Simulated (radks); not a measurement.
The numbers below are computed, except where a source is named.
Task: Successive ionisation energies (eV) of one element, from differences of total energies of ions in their ground configurations, starting at charge 0: 7.007, 16.443, 31.213, 48.891, 68.977, 91.182, 160.75, 186.17, 212.49, 239.65, 267.57, 296.14, 353.49, 381.23, 1012.7, 1101.8, 1193.3, 1287.1, 1382.9, 1480.3, 1619.5, 1697.7. Level of theory: non-relativistic Kohn-Sham, LDA (Slater exchange, Perdew-Wang correlation), spin-unpolarised, spherical densities, point nucleus (a radial shooting solver on a logarithmic mesh with Libxc functionals). Which element is it?

Result: Chromium (Z = 24). The first species listed is Cr in [Ar] 3d5 4s1, the last Cr21+ in [He] 2s1.
